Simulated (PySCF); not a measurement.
`InChI=1S/C5HBrN2/c6-5(4-8)2-1-3-7/h1H`

Cartesian coordinates in Å; atom numbers follow the order of the lines, from 1:
```xyz
9

N    -2.7570    1.8148    0.3658
C    -2.1245    0.8979    0.1046
C    -1.3626   -0.2481   -0.2219
C    -0.0858   -0.3228    0.0245
C     1.1858   -0.3826    0.2998
Br    1.8196   -1.0874    1.9870
C     2.2017    0.0312   -0.5878
N     3.0399    0.3578   -1.2945
H    -1.9036   -1.0548   -0.7026
```

The calculation used TDDFT PBE0/aug-cc-pVDZ circular dichroism and optical rotation, one conformer, gas phase (PySCF 2.14.0). Geometry: GFN2-xTB.

The calculation is non-relativistic, which matters for the atoms heavier than Zn. No stereocentre is labelled: unless the shape is locked (an allene, a helicene, a hindered biaryl), the mirror image is equally populated and a measured rotation or CD is zero.

**Question.** Draw the ECD and absorption spectra from the lowest 16 states, each a Gaussian of half-width 0.35 eV at 1/e height.

**Answer.** 
```tsv
E (eV)	λ (nm)	Δε (L mol⁻¹ cm⁻¹)	ε (L mol⁻¹ cm⁻¹)
3.37	368	0.00	1.44
3.47	358	0.00	3.01
3.57	348	0.00	5.34
3.67	338	0.00	8.07
3.77	329	0.00	10.5
3.87	321	0.00	12.5
3.97	313	+0.02	15.7
4.07	305	+0.06	26.4
4.17	298	+0.19	57.8
4.27	291	+0.47	131
4.37	284	+0.98	265
4.47	278	+1.73	463
4.57	271	+2.57	691
4.67	266	+3.26	882
4.77	260	+3.52	976
4.87	255	+3.24	992
4.97	250	+2.62	1090
5.07	245	+2.13	1650
5.17	240	+2.44	3250
5.27	235	+4.41	6610
5.37	231	+8.73	12100
5.47	227	+15.47	19300
5.57	223	+23.37	26400
5.67	219	+29.93	30800
5.77	215	+32.52	30900
5.87	211	+29.97	26800
5.97	208	+23.36	20400
6.07	204	+15.19	14200
6.17	201	+7.68	9420
6.27	198	+1.64	6540
6.37	195	-3.56	5310
6.47	192	-9.02	5570
6.57	189	-15.26	7240
6.67	186	-21.53	9940
6.77	183	-25.99	12800
6.87	181	-26.95	14500
6.97	178	-24.06	14400
```
Δε uses R in velocity form, ε uses f in length form. Only the states computed contribute, so the short-wavelength end is incomplete.
